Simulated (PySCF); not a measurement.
## How methods differ on the excitation energy of Al+

Al+ [Ne] 3s2 (1S) → Al+ [Ne] 3p2 (3P), as a difference of total energies. Computed with PySCF 2.14 in dyall-av2z (13s9p2d, 50 functions), with the non-relativistic Hamiltonian (point nucleus). Correlated levels: valence: [Ne] frozen; virtual orbitals above 40 to 60 times the deepest correlated orbital energy dropped. The calculations carry no spin-orbit coupling.

```csv
method,excitation energy (eV)
UHF,10.695
LDA,10.656
PBE,10.411
PBE0,10.608
r2SCAN,10.222
wB97M-V,11.317
B3LYP,10.911
M06-2X,11.340
MP2 (valence),11.259
SCS-MP2 (valence),11.490
```

Errors of the correlated levels include the incompleteness of this basis and the frozen core.

Task: Which method comes closest to the reference value, and which is furthest?

Result: The reference is 11.680 eV (measured; NIST levels, between the centres of gravity of the two terms). Closest: SCS-MP2 (valence) (error -0.190 eV); furthest: r2SCAN (error -1.458 eV).
